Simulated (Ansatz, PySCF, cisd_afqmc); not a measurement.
System: HSeO, charge 0, doublet. HSeO (SMILES [O][SeH], doublet).
B3LYP-D3(BJ)/def2-TZVP minimum from Ansatz (a quantum-chemistry and plane-wave program):
```xyz
3

Se    -0.2157     0.0706     0.2048
H     -1.3302     0.1492    -0.8021
O      1.0829    -0.3188    -0.7703
```
Charge 0, spin multiplicity 2.

Atomisation energy term by term, kcal/mol (programs: Ansatz, cisd_afqmc). Open shells are spin-unrestricted; no spin-orbit coupling. Cores are frozen in correlated methods (noble-gas shells, and filled d and f shells in the p block). No relativity. The Monte Carlo rows (phaseless AFQMC, CISD trial, step 0.005/hartree) carry one-sigma bars that omit the constraint's bias. Outlying blocks are dropped, and bars are widened where a walk drifts. Over all cases where full CI ran beside it in this data, AFQMC minus full CI had a median of +0.1 mEh and passed +0.4 mEh in a tenth of the cases. CBS(X,Y): correlation extrapolated as X^-3, Hartree-Fock from the larger set (Q,5: extrapolated as (X+1)exp(-9√X)). A bracket is a step between two methods taken in the basis named. For partners of very few electrons the exact lower level stands in for a higher one. The UHF reference of HOSe ([O][SeH], doublet) is spin-contaminated (<S^2> up to 0.03 over the pure value in the sets run).

```
term                                                          basis  kcal/mol
-----------------------  ------------------------------------------  --------
Hartree-Fock                                   CBS(cc-pVQZ,cc-pV5Z)     75.49
CCSD correlation                               CBS(cc-pVQZ,cc-pV5Z)     80.68
(T)                                            CBS(cc-pVQZ,cc-pV5Z)      7.62
CCSDT(Q) - CCSD(T)                                          cc-pVTZ      1.18
CCSDTQ - CCSDT(Q)                                           cc-pVDZ     -0.10
minus zero-point energy  Hessian by PySCF at B3LYP-D3(BJ)/def2-TZVP     -5.61
sum: D0                                                                 159.3
```

The step beyond CCSD(T) by other levels: CCSDTQ in cc-pVDZ 1.19; AFQMC/CISD in cc-pVDZ 1.20 ± 0.26; CCSDT(Q) in cc-pVDZ 1.29; AFQMC/CISD in cc-pVTZ 0.63 ± 0.26 kcal/mol.
